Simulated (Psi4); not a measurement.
F$_{2}$O$_{2}$W (SMILES [O]=[W](=[O])([F])[F]), singlet, at a GFN2-xTB geometry (such geometries of metal compounds can be far from the true shape) (core potentials on W); M06-2X/def2-SV(P) run with Psi4.

Psi4 was given this input:
```
memory 2 GB

molecule mol {
0 1
  W     0.054870   -0.011695    0.018386
  O     1.322296   -0.356872   -1.036446
  O     0.493459   -0.030142    1.644881
  F    -0.715267    1.598886   -0.415930
  F    -1.349892   -1.158712   -0.276078
}

set basis def2-sv(p)
set reference rks

energy('m06-2x')
print_variables()
```

What does Psi4 print? Leave out banner, timings and long lists.


```
   => Loading Basis Set <=

    Name: DEF2-SV(P)
    Role: ORBITAL
    Keyword: BASIS

    !!!  WARNING: ECP capability is in beta. Please check occupations closely.  !!!

         ---------------------------------------------------------
                                   SCF
               by Justin Turney, Rob Parrish, Andy Simmonett
                          and Daniel G. A. Smith
                              RKS Reference
         ---------------------------------------------------------

  ==> Geometry <==

    Molecular point group: c1
    Full point group: C1

    Geometry (in Angstrom), charge = 0, multiplicity = 1:

       Center              X                  Y                   Z               Mass
    ------------   -----------------  -----------------  -----------------  -----------------
         W            0.055257849281    -0.011777859304     0.018516186659   183.950930920000
         O            1.322683849281    -0.356954859304    -1.036315813341    15.994914619570
         O            0.493846849281    -0.030224859304     1.645011186659    15.994914619570
         F           -0.714879150719     1.598803140696    -0.415799813341    18.998403162730
         F           -1.349504150719    -1.158794859304    -0.275947813341    18.998403162730

  Running in c1 symmetry.

  Rotational constants: A =      0.12033  B =      0.11879  C =      0.10924 [cm^-1]
  Rotational constants: A =   3607.46889  B =   3561.14036  C =   3274.95886 [MHz]
  Nuclear repulsion =  222.760920398619305

  Charge       = 0
  Multiplicity = 1
  Electrons    = 48
  Nalpha       = 24
  Nbeta        = 24

  ==> Algorithm <==

  SCF Algorithm Type is DF.
  DIIS enabled.
  MOM disabled.
  Fractional occupation disabled.
  Guess Type is SAD.
  Energy threshold   = 1.00e-06
  Density threshold  = 1.00e-06
  Integral threshold = 1.00e-12

  ==> Primary Basis <==

  Basis Set: DEF2-SV(P)
    Blend: DEF2-SV(P)
    Number of shells: 35
    Number of basis functions: 81
    Number of Cartesian functions: 87
    Spherical Harmonics?: true
    Max angular momentum: 2

  Core potential: DEF2-SV(P)
    Number of shells: 4
    Number of ECP primitives: 10
    Number of ECP core electrons: 60
    Max angular momentum: 3

  ==> DFT Potential <==

   => LibXC <=

    Version 7.1.2
    S. Lehtola, C. Steigemann, M. J. T. Oliveira, and M. A. L. Marques,  SoftwareX 7, 1–5 (2018) (10.1016/j.softx.2017.11.002)

   => Composite Functional: M06-2X <=

[...]
   @DF-RKS iter   6:  -416.81474488082534   -6.81273e-04   2.33861e-04 ADIIS/DIIS
   @DF-RKS iter   7:  -416.81483816744060   -9.32866e-05   1.69627e-04 ADIIS/DIIS
   @DF-RKS iter   8:  -416.81491691990487   -7.87525e-05   2.35421e-05 DIIS
   @DF-RKS iter   9:  -416.81492059092733   -3.67102e-06   8.72720e-06 DIIS
   @DF-RKS iter  10:  -416.81492092710278   -3.36175e-07   2.14204e-06 DIIS
   @DF-RKS iter  11:  -416.81492094670386   -1.96011e-08   3.03986e-07 DIIS
  Energy and wave function converged.

  ==> Post-Iterations <==

   Electrons on quadrature grid:
      Ntotal   =   48.0000526329 ; deviation = 5.263e-05

    Orbital Energies [Eh]
    ---------------------

    Doubly Occupied:

[...]
    Virtual:

[...]
    Final Occupation by Irrep:
              A
    DOCC [    24 ]
    NA   [    24 ]
    NB   [    24 ]

  @DF-RKS Final Energy:  -416.81492094670386

   => Energetics <=

    Nuclear Repulsion Energy =            222.7609203986193052
    One-Electron Energy =               -1040.3234109578929747
    Two-Electron Energy =                 422.7373627485330871
    DFT Exchange-Correlation Energy =     -21.9897931359632999
    Empirical Dispersion Energy =           0.0000000000000000
    VV10 Nonlocal Energy =                  0.0000000000000000
    Total Energy =                       -416.8149209467038645

Computation Completed

Properties will be evaluated at   0.000000,   0.000000,   0.000000 [a0]

Properties computed using the SCF density matrix

 Multipole Moments:

 ------------------------------------------------------------------------------------
     Multipole            Electronic (a.u.)      Nuclear  (a.u.)        Total (a.u.)
 ------------------------------------------------------------------------------------

 L = 1.  Multiply by 2.5417464519 to convert [e a0] to [Debye]
 Dipole X            :          5.9572514           -6.1861965           -0.2289452
 Dipole Y            :         -1.2697281            1.3185503            0.0488222
 Dipole Z            :          1.9961961           -2.0729144           -0.0767183
 Magnitude           :                                                    0.2463437

 ------------------------------------------------------------------------------------

  Variable Map:
  ----------------------------------------------------------------------------
[...]
  Array Variable Map:
  ----------------------------------------------------------------------------
[...]
[...]
```
